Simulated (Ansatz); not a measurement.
A structure relaxed at PBE0-D4/def2-TZVP, charge 0, multiplicity 1:

Cartesian coordinates in Å:
```
Si 0.007 -1.602 -2.134
Ge -0.933 0.538 -1.693
Si 0.570 1.823 -0.367
Ge 1.269 0.485 1.472
Ge -0.663 -0.498 2.555
H -0.909 -2.434 -2.958
H 1.297 -1.445 -2.857
H 0.266 -2.301 -0.847
H -2.253 0.361 -0.917
H -1.259 1.263 -3.013
H 1.742 2.232 -1.190
H -0.102 3.051 0.139
H 2.074 1.312 2.492
H 2.180 -0.647 0.958
H -1.614 0.608 3.042
H -0.247 -1.357 3.761
H -1.424 -1.387 1.557
```

**Question.** Give its formula and SMILES.

**Answer.** Ge3H12Si2, `[SiH3][GeH2][SiH2][GeH2][GeH3]`.

**Question.** Point group (tolerance 0.08 Å, 0.16 Å for H)?

**Answer.** C1.

**Question.** Summarise the bond lengths by kind.

**Answer.** 3 × Ge–Si 2.379 to 2.381 Å; 5 × H–Si 1.487 to 1.489 Å; 7 × Ge–H 1.537 to 1.541 Å; 1 × Ge–Ge 2.424 Å.

Program: Ansatz 0.2.0.
